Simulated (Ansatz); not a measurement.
Reaction (SMILES): [O]B(O)F -> [O-]B(O)F (an electron is taken up)
Structures are relaxed separately at B3LYP-D3(BJ)/def2-TZVP in Ansatz (a quantum-chemistry and plane-wave program), one conformer each, not searched for the lowest. Frequencies are from Ansatz.

Quantity: adiabatic electron affinity (0 K, with B3LYP-D3(BJ) harmonic zero-point energies), positive where the reaction releases energy, in eV. Valence correlation only, unless marked. UHF or UKS for open shells. Spin-orbit coupling is left out. Non-relativistic. Anions need diffuse functions: aug- sets have them; def2-D sets add few; the other sets have none. CBS(X,Y): correlation extrapolated as X^-3; Hartree-Fock from the larger set. The bracket is a focal-point correction in the basis named.

RI-MP2/CBS(aug-cc-pVTZ,aug-cc-pVQZ)+[CCSD(T)-MP2]/aug-cc-pVTZ (Ansatz) gives 3.48 eV.

Problem. Another calculation gave 3.30 eV. Which level was it?
A. wB97X-V/def2-TZVPD (Ansatz)
B. BHLYP/def2-TZVPD (Ansatz)
C. SVWN5/def2-TZVPD (Ansatz)
D. r2SCAN/def2-TZVPD (Ansatz)

Solution. A, wB97X-V/def2-TZVPD (Ansatz). The others give 2.93 (BHLYP), 3.15 (r2SCAN), 3.70 (SVWN5) eV.
